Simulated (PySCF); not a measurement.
# Ar+: excitation energy

Ar+ [Ne] 3s2 3p5 (2P) → Ar+ [Ne] 3s1 3p6 (2S), as a difference of total energies. Computed with PySCF 2.14 in aug-cc-pCVTZ-DK with one added diffuse shell each of s, p, d, f type (9s8p6d4f, 91 functions), with the spin-free X2C one-electron Hamiltonian (Gaussian nucleus). Correlated levels: valence: [Ne] frozen. The calculations carry no spin-orbit coupling.

Question: Order these methods by the excitation energy they give, lowest first.
A. UHF
B. SCS-MP2 (valence)
C. CCSD(T) (valence)
D. MP2 (valence)

Answer: C (13.487 eV), B (15.653 eV), D (15.949 eV), A (18.788 eV).

Errors of the correlated levels include the incompleteness of this basis and the frozen core.

The coupled-cluster amplitudes are large for the upper state (T1 above 0.03 or a double amplitude above 0.15), so a single reference is strained.

For comparison: 13.421 eV (measured; NIST levels, between the centres of gravity of the two terms).
